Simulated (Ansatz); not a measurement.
Ansatz (a first-principles code) input (PBE/def2-TZVP):

Ansatz 0.2 input:
```yaml
crystal:
  periodic: [false, false, false]
  atoms:
    - {symbol: Nb, position_ang: [-0.06778164, 0.00000000, 0.00000000]}
    - {symbol: F, position_ang: [0.15439151, 0.00000000, -1.87282443]}
    - {symbol: F, position_ang: [0.15439151, 0.00000000, 1.87282443]}
basis:
  gaussian:
    orbitals: def2-TZVP
hamiltonian:
  xc: {name: PBE}
magnetization: {spin_polarized: true, initial_magnetization: 3}
relax: {f_tol: 0.003, max_steps: 100}
```

End of the output:

```
relax step   3: F+E_penalty+E_count = -6983.96600734 eV  Δ(F+E_penalty+E_count) = -2.121e-3 eV  max|allowed force component| = 4.614e-2 eV/Å  Δτ_max = 0.0403 Å  (32 SCF iters, accepted)
these checks for a lower state are left out or cut short: starts, cluster_reference, orbital_swaps, neighbouring_geometries, increment
integrals: 0.02 GiB planned
630 factors; their error is unknown
mean field: 0.28 GiB planned
mean field -6983.96649826 eV, -256.6560349085 hartree, gradient 8.7e-6 eV, S^2 3.757572; 0 other end points of the search recorded, 0 dependent functions left out
the calculation of the forces begins
reference -6983.96656076 eV, -256.6560372055 hartree; 17, 14 occupied and 85, 88 virtual orbitals, 630 factors
relax step   4: F+E_penalty+E_count = -6983.96649826 eV  Δ(F+E_penalty+E_count) = -4.909e-4 eV  max|allowed force component| = 2.119e-2 eV/Å  Δτ_max = 0.0338 Å  (32 SCF iters, accepted)
these checks for a lower state are left out or cut short: starts, cluster_reference, orbital_swaps, neighbouring_geometries, increment
integrals: 0.02 GiB planned
630 factors; their error is unknown
mean field: 0.27 GiB planned
mean field -6983.96657348 eV, -256.6560376727 hartree, gradient 1.9e-5 eV, S^2 3.757592; 0 other end points of the search recorded, 0 dependent functions left out
the calculation of the forces begins
reference -6983.96663602 eV, -256.6560399712 hartree; 17, 14 occupied and 85, 88 virtual orbitals, 630 factors
relax step   5: F+E_penalty+E_count = -6983.96657348 eV  Δ(F+E_penalty+E_count) = -7.522e-5 eV  max|allowed force component| = 9.628e-4 eV/Å  Δτ_max = 0.0089 Å  (31 SCF iters, accepted)
integrals: 0.02 GiB planned
630 factors; their error is unknown
mean field: 0.27 GiB planned
mean field evaluation 64: about -6983.9716 eV, gradient 6.7e-2 eV
mean field evaluation 96: about -6983.9666 eV, gradient 1.9e-5 eV
mean field -6983.96657348 eV, -256.6560376727 hartree, gradient 1.9e-5 eV, S^2 3.757592; 2 other end points of the search recorded, 0 dependent functions left out
the calculation of the forces begins
reference -6983.96663602 eV, -256.6560399712 hartree; 17, 14 occupied and 85, 88 virtual orbitals, 630 factors
Total energy: -6983.96663602 eV, -256.6560399712 hartree
Atom 0 at    -0.139702     0.000000    -0.000000 Å, force    -0.000963    -0.000000    -0.000000 eV/Å
Atom 1 at     0.190352    -0.000000    -1.851837 Å, force     0.000481    -0.000000    -0.000624 eV/Å
Atom 2 at     0.190352     0.000000     1.851837 Å, force     0.000481     0.000000     0.000624 eV/Å
Dipole moment:    -0.110688     0.000000    -0.000000 e Å
```

The spin state was set by rule; other spins were not relaxed.
